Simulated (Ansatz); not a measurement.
The inner images of a band of BF2H + H2S (7 atoms, charge 0, multiplicity 1) are given out of order.

These are results of RKS B3LYP-D4/def2-SVP in Ansatz 0.2.0, not measurements.

Image 0:

```xyz
7
Properties=species:S:1:pos:R:3
B 0.067 0.379 -0.051
H 0.317 0.849 1.024
F 0.997 0.267 -0.981
F -1.182 0.109 -0.398
S 0.369 -2.412 1.037
H -0.375 -2.818 -0.018
H -0.730 -2.211 1.800
```

Image 8:

```xyz
7
Properties=species:S:1:pos:R:3
B 0.162 -0.650 -0.569
H -0.435 0.332 2.389
F 1.150 0.218 -0.690
F -1.076 -0.224 -0.752
S 0.541 -2.374 -0.167
H -0.750 -2.775 -0.162
H -0.128 -0.364 2.364
```

Problem. Put them in order from the first end to the last, with their energies above the first end.
A.
```xyz
7
Properties=species:S:1:pos:R:3
B 0.101 -0.507 -0.221
H -0.263 0.063 1.633
F 1.097 0.359 -0.332
F -1.116 -0.121 -0.579
S 0.498 -2.289 0.089
H -0.799 -2.661 0.212
H -0.054 -0.681 1.612
```
B.
```xyz
7
Properties=species:S:1:pos:R:3
B -0.052 0.259 -0.014
H -0.212 0.431 1.165
F 1.113 0.506 -0.578
F -1.086 -0.014 -0.791
S 0.427 -2.557 0.615
H -0.890 -2.704 0.344
H 0.165 -1.758 1.672
```
C.
```xyz
7
Properties=species:S:1:pos:R:3
B 0.137 -0.591 -0.412
H -0.354 0.196 1.986
F 1.122 0.285 -0.493
F -1.100 -0.164 -0.603
S 0.522 -2.334 -0.088
H -0.772 -2.712 0.019
H -0.091 -0.517 2.005
```
D.
```xyz
7
Properties=species:S:1:pos:R:3
B 0.013 -0.260 0.056
H -0.226 0.057 1.353
F 1.115 0.390 -0.340
F -1.134 -0.126 -0.626
S 0.473 -2.265 0.364
H -0.820 -2.659 0.284
H 0.041 -0.974 1.323
```
E.
```xyz
7
Properties=species:S:1:pos:R:3
B 0.052 0.376 -0.079
H 0.116 0.766 1.054
F 1.105 0.406 -0.872
F -1.114 0.055 -0.619
S 0.388 -2.471 0.891
H -0.665 -2.748 0.089
H -0.417 -2.220 1.949
```
F.
```xyz
7
Properties=species:S:1:pos:R:3
B -0.001 0.355 -0.095
H -0.120 0.640 1.065
F 1.146 0.528 -0.723
F -1.057 0.020 -0.819
S 0.397 -2.517 0.735
H -0.865 -2.695 0.282
H -0.036 -2.169 1.968
```
G.
```xyz
7
Properties=species:S:1:pos:R:3
B -0.055 0.073 0.078
H -0.227 0.241 1.266
F 1.107 0.408 -0.457
F -1.118 -0.102 -0.695
S 0.460 -2.406 0.525
H -0.849 -2.678 0.324
H 0.147 -1.374 1.371
```

Solution. E (0.00 eV), F (+0.01 eV), B (+0.08 eV), G (+0.43 eV), D (+1.35 eV), A (+0.23 eV), C (-0.21 eV).

Run time: 8.9 min on 1 thread of Arm Neoverse V1, on a shared host, peak memory 0.17 GiB.
